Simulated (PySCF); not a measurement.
# Dipole moment and polarisability of `C[C@H]1CN[SiH2]C1`

Compound: C4H11NSi.
Numbering: `[CH3:1][C@H:2]1[CH2:3][NH:4][SiH2:5][CH2:6]1` (hydrogens: H7, H8, H9 on C1; H10 on C2; H11, H12 on C3; H13 on N4; H14, H15 on Si5; H16, H17 on C6)

Geometry (PBE0-D3(BJ)/def2-SVP, Å), atoms numbered from 1 in this order:
```
atom  x, y, z in Å
C1    -2.0525   -0.1580   -0.1804
C2    -0.6149    0.0400    0.2720
C3     0.1727   -1.2756    0.3385
N4     1.5735   -0.9320    0.4785
Si5    1.9773    0.6190   -0.1871
C6     0.1808    1.0217   -0.6086
H7    -2.5890   -0.8612    0.4767
H8    -2.0906   -0.5602   -1.2060
H9    -2.6049    0.7939   -0.1745
H10   -0.6228    0.4511    1.2981
H11   -0.1803   -1.8805    1.1930
H12   -0.0361   -1.8708   -0.5773
H13    2.2100   -1.6838    0.7039
H14    2.8782    0.5857   -1.3876
H15    2.6232    1.5486    0.7968
H16   -0.1184    2.0667   -0.4374
H17    0.0074    0.8036   -1.6777
```

Level: CAM-B3LYP/def2-SVPD (PySCF), static field, nuclei fixed, core orbitals frozen in the response. The polarisability tensor in these axes (au):

```
x   91.90  4.82 -0.16
y    4.82 77.88 -2.67
z   -0.16 -2.67 71.69
```

Problem. Diagonalise the tensor; give its mean and Δα, where Δα² is half the sum of the squared differences of the eigenvalues.

Solution. Principal values 70.58, 77.45 and 93.44 au; mean 80.49 au = 11.93 Å³ = 13.27 × 10⁻⁴⁰ C²·m²/J; Δα = 20.32 au (25 % of the mean).

Problem. What is the dipole moment, and where does it point?

Solution. (-0.56, -0.67, 0.05) D, 0.87 D in size, pointing from the negative to the positive side. Measured along this direction, the outermost atoms are H15 at the negative end and H7 at the positive end.

Problem. Give the principal axes and the span of the nuclei along them.

Solution. Largest value along (0.95, 0.30, -0.04), where the nuclei span 5.73 Å; middle along (-0.29, 0.87, -0.40), 4.40 Å; least along (-0.08, 0.39, 0.92), 2.70 Å. The response follows the extents in order.

Problem. What are the principal values of the traceless quadrupole moment, Θ = ½Σq(3rr − r²1), about the centre of nuclear charge?

Solution. -3.26, -1.80, 5.06 D·Å. The values depend on the origin, since the dipole doesn't vanish. The electronic extent ⟨r²⟩ about the same centre is 790 bohr², a root-mean-square distance of 1.99 Å for the 56 electrons.

Problem. Sum over states: ᾱ = Σ f/ω², ω in Eh. What share falls to these 10 lowest TDDFT singlets (eV, f)? 5.90, 0.0036; 6.27, 0.0088; 7.13, 0.0014; 7.25, 0.0061; 7.46, 0.0050; 7.66, 0.0349; 8.00, 0.0772; 8.06, 0.0330; 8.13, 0.0067; 8.16, 0.0898.

Solution. They add up to 3.20 au, 4.0 % of the 80.49 au; the largest single term is 1.00 au, from the state at 8.16 eV. Terms in order: 0.08, 0.16, 0.02, 0.09, 0.07, 0.44, 0.89, 0.38, 0.08, 1.00 au. Higher excitations give the rest. The strengths listed sum to 0.266.

Problem. Molar refractivity from α?

Solution. Lorentz–Lorenz: R = (4π/3)N_A α = 2.5225 cm³/(mol·Å³) × 11.93 Å³ = 30.1 cm³/mol, in the limit of long wavelengths.

Problem. Rayleigh depolarisation ratio (linearly polarised light, static tensor)?

Solution. ρ = 3Δα²/(45ᾱ² + 4Δα²) = 1238.5/(291537 + 1651.4) = 0.00422.

The structure is a single PBE0-D3(BJ)/def2-SVP conformer in the gas phase; no vibrational or solvent corrections.
